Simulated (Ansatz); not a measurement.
```xyz
14

C     1.1955    1.0985   -1.2980
Hf   -0.4425    0.4602    0.0478
C    -1.3287   -1.3996   -0.7635
C     0.4423   -0.0181    2.0207
F    -1.7618    1.8256    0.2135
H     1.0754    0.6649   -2.2992
H     1.2584    2.1855   -1.4197
H     2.1652    0.7563   -0.9129
H    -2.2193   -1.2243   -1.3772
H    -0.6026   -1.9374   -1.3870
H    -1.6215   -2.0782    0.0482
H     0.8664   -1.0309    2.0152
H    -0.2845    0.0259    2.8397
H     1.2578    0.6717    2.2725
```

Charge 0, multiplicity 1. Hf: def2 effective core potential.

(1) List the PBE/def2-TZVPP orbital energies in eV (the Gaussian-basis code of Ansatz). (Best estimate.)

Results:

(1) Ansatz gave: Occupied: -659.31, -268.08, -268.07, -268.06, -63.70, -34.01, -33.28, -33.28, -27.66, -16.59, -16.40, -16.40, -10.27, -9.86, -9.86, -9.64, -9.64, -9.55, -9.32, -9.32, -9.29, -7.12, -6.29, -6.28. Lowest empty: -1.48, -1.47, -0.67, -0.51, -0.31, -0.28, 1.18, 1.19.
